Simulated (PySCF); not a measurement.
Isomers of C4H12Sn. The calculation used TDDFT wB97X-D/def2-SVPD, vertical, gas phase, core orbitals frozen in the response, def2 core potentials past Kr in PySCF. Geometries: PBE0-D3(BJ)/def2-SVP; one conformer of each isolated species. Triplets are in the Tamm–Dancoff approximation. Atoms past krypton carry core potentials; spin–orbit coupling is left out.

A. `[H][Sn]([H])([H])[C](C)(C)C` (Sn(tBu)H3)
B. `[CH3][Sn]([CH3])([CH3])[CH3]` (SnMe4)
C. `[H][Sn]([H])([H])[CH2]CCC` (SnH3(nBu))

Lowest singlet levels (six at most, fewer where fewer were computed) with oscillator strengths:

1. 169 nm (f 0.397 summed over 3 states); 151 nm (f 0.000); 151 nm (f 0.000 summed over 3 states); 149 nm (f 0.000 summed over 2 states) [of 10 roots; the last level is left out, as the window may have cut its degenerate partner]; T1 6.97 eV
2. 169 nm (f 0.022); 159 nm (f 0.189); 158 nm (f 0.312); 158 nm (f 0.080); 152 nm (f 0.057); 152 nm (f 0.055); T1 6.69 eV
3. 184 nm (f 0.000); 170 nm (f 0.642); 168 nm (f 0.006 summed over 2 states); 154 nm (f 0.018 summed over 2 states); 152 nm (f 0.123); 151 nm (f 0.390 summed over 2 states) [of 10 roots; the last level is left out, as the window may have cut its degenerate partner]; T1 6.01 eV

**Question.** Which spectrum belongs to which structure?

**Answer.** 1 = B, 2 = C, 3 = A.
- A: S1 at 6.75 eV, HOMO→LUMO (64%), HOMO→LUMO+1 (34%); Löwdin shares by element: HOMO carbon 47% or more, tin 22% (atoms not listed hold the other 30%); LUMO tin 51%, hydrogen 27% or more (atoms not listed hold the other 22%); HOMO -9.00 and LUMO 1.62 eV; point group C3, 1 of its 9 listed states under f = 0.0005.
- B: S1 at 7.33 eV, HOMO-2/HOMO-1/HOMO→LUMO (≥86%); Löwdin shares by element: HOMO (one of a set within 0.03 eV) carbon 52% or more, tin 20%, hydrogen 5% or more (atoms not listed hold the other 23%); LUMO tin 43%, carbon 14% or more (atoms not listed hold the other 43%); HOMO -9.51 and LUMO 1.68 eV.
- C: S1 at 7.32 eV, HOMO→LUMO (68%), HOMO→LUMO+1 (28%); Löwdin shares by element: HOMO carbon 53% or more, tin 22% (atoms not listed hold the other 25%); LUMO tin 61%, hydrogen 26% or more; HOMO -9.59 and LUMO 1.65 eV.
B and C have S1 within 0.02 eV of each other; their strongest listed levels stand at 7.33 eV (f 0.397) and 7.85 eV (f 0.312).

A slash joins orbitals within 0.01 eV of each other, whose weights are summed (≥ marks a lower bound).
